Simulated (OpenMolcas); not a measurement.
# Si2H2OF2 (SMILES F[Si]1(F)O[SiH2]1): methods side by side

Si2H2OF2: 7 atoms, total charge 0, spin state singlet. SMILES: `F[Si]1(F)O[SiH2]1`. The shape is that of a PBE0-D4/def2-TZVP optimisation.

```xyz
7

F     0.4242   -1.6121    1.6938
Si    0.0379   -1.0260    0.2801
F    -0.1942   -2.2880   -0.6391
O     1.1035    0.0779   -0.3221
Si   -0.3048    1.0586   -0.2328
H    -0.2023    2.1888    0.7200
H    -0.8028    1.5328   -1.5455
```

Each level gives the dipole moment (D). The values are calculated.

| level | kind | program | value (D) | CPU time |
| --- | --- | --- | --- | --- |
| HF/def2-SVP | Hartree–Fock | OpenMolcas | 3.00 | 18 s |
| SVWN5/def2-SVP | LDA | OpenMolcas | 2.10 | 33 s |
| BLYP/def2-SVP | GGA | OpenMolcas | 2.02 | 36 s |
| revPBE/def2-SVP | GGA | OpenMolcas | 1.96 | 38 s |
| TPSS/def2-SVP | meta-GGA | OpenMolcas | 2.03 | 42 s |
| B3LYP/def2-SVP | global hybrid | OpenMolcas | 2.31 | 33 s |
| BHLYP/def2-SVP | global hybrid | OpenMolcas | 2.67 | 30 s |
| PBE0/def2-SVP | global hybrid | OpenMolcas | 2.34 | 36 s |

The values span 1.96 to 3.00 D. Magnitudes only. CPU times are rough (shared hosts, several kinds of processor and program).
